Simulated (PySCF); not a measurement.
# Atomic charges by several schemes

Compound: C9H8F2.
Structure used (GFN2-xTB), in Å, numbered top down from 1:
```xyz
19
C9H8F2 angstrom
C     -2.3723   -1.2704   -0.8635
C     -1.4166   -0.4712   -0.3557
C     -1.8053    0.7977    0.2378
C     -1.0597    1.7986    0.7341
C      0.3698    1.9181    0.8133
C      1.3046    1.0163    0.4656
C      1.1049   -0.3122   -0.0627
C      2.4125   -1.0584   -0.2292
F      2.2688   -2.2791   -0.7927
F      2.9963   -1.2764    0.9823
C     -0.0407   -0.9341   -0.3941
H     -2.1399   -2.2239   -1.3036
H     -3.4098   -0.9860   -0.8568
H     -2.8803    0.9321    0.2727
H     -1.5957    2.6535    1.1278
H      0.7217    2.8612    1.2112
H      2.3422    1.2882    0.6146
H      3.1399   -0.4974   -0.8412
H      0.0497   -1.9474   -0.7675
```

Density: PBE0/pcSseg-1 (PySCF); schemes: Mulliken, IAO, Hirshfeld and ESP-fitted. The structure is a single GFN2-xTB conformer in the gas phase; no vibrational or solvent corrections.

Task: What partial charge does each atom carry?

Result: In e:

```csv
atom,environment,Mulliken,IAO,Hirshfeld,ESP-fitted
C1,terminal =CH2 carbon,-0.059,-0.343,-0.113,-0.682
C2,fully substituted alkene carbon,-0.297,0.000,-0.002,+0.350
C3,alkene CH carbon,-0.017,-0.116,-0.026,-0.197
C4,alkene CH carbon,-0.087,-0.160,-0.046,-0.172
C5,alkene CH carbon,-0.065,-0.137,-0.038,-0.009
C6,alkene CH carbon,-0.013,-0.150,-0.048,-0.330
C7,fully substituted alkene carbon,-0.405,-0.052,-0.026,+0.126
C8,CHF2 carbon,+0.633,+0.445,+0.147,+0.277
F9,fluorine of a CF2 group,-0.296,-0.297,-0.089,-0.209
F10,fluorine of a CF2 group,-0.303,-0.307,-0.112,-0.192
C11,alkene CH carbon,+0.104,-0.110,-0.028,-0.240
H12,vinylic hydrogen,+0.106,+0.149,+0.045,+0.231
H13,vinylic hydrogen,+0.105,+0.148,+0.043,+0.230
H14,vinylic hydrogen,+0.093,+0.154,+0.052,+0.146
H15,vinylic hydrogen,+0.103,+0.157,+0.051,+0.141
H16,vinylic hydrogen,+0.104,+0.158,+0.053,+0.119
H17,vinylic hydrogen,+0.094,+0.155,+0.048,+0.164
H18,methine hydrogen,+0.101,+0.141,+0.047,+0.084
H19,vinylic hydrogen,+0.099,+0.165,+0.043,+0.163
```

Mean size of the charges over all atoms: ESP-fitted 0.214 e, IAO 0.176 e, Mulliken 0.162 e, Hirshfeld 0.056 e. Each set sums to the total charge, 0, to within 0.001 e. The Hirshfeld scheme weights the molecular density at each point by an atom's share of the summed free-atom densities. The IAO scheme projects the occupied orbitals on a minimal set of polarised atomic orbitals and counts the electrons in each atom's part of it.

Lowest charge. The schemes don't all agree: Mulliken C7 (-0.405); IAO C1 (-0.343); Hirshfeld C1 (-0.113); ESP-fitted C1 (-0.682).

Highest charge. The schemes don't all agree: Mulliken C8 (+0.633); IAO C8 (+0.445); Hirshfeld C8 (+0.147); ESP-fitted C2 (+0.350).

Task: Sum the charges by element.

Result: 
```tsv
element	atoms	Mulliken	IAO	Hirshfeld	ESP-fitted
C	9	-0.206	-0.623	-0.181	-0.877
F	2	-0.599	-0.604	-0.201	-0.401
H	8	+0.805	+1.226	+0.381	+1.279
```

Task: How closely do the schemes follow one another over all atoms?

Result: Correlation coefficient and root-mean-square difference: IAO with Hirshfeld 1.00, 0.138 e; IAO with ESP-fitted 0.82, 0.147 e; Hirshfeld with ESP-fitted 0.80, 0.205 e; Mulliken with Hirshfeld 0.77, 0.177 e; Mulliken with IAO 0.75, 0.152 e; Mulliken with ESP-fitted 0.29, 0.285 e.

These values come from a run that also computed NMR shieldings. Hardware: an AMD EPYC 7R43 with one thread, shared host. Cost: 70 s (grids of density and orbitals included), 1.1 GiB resident at most.
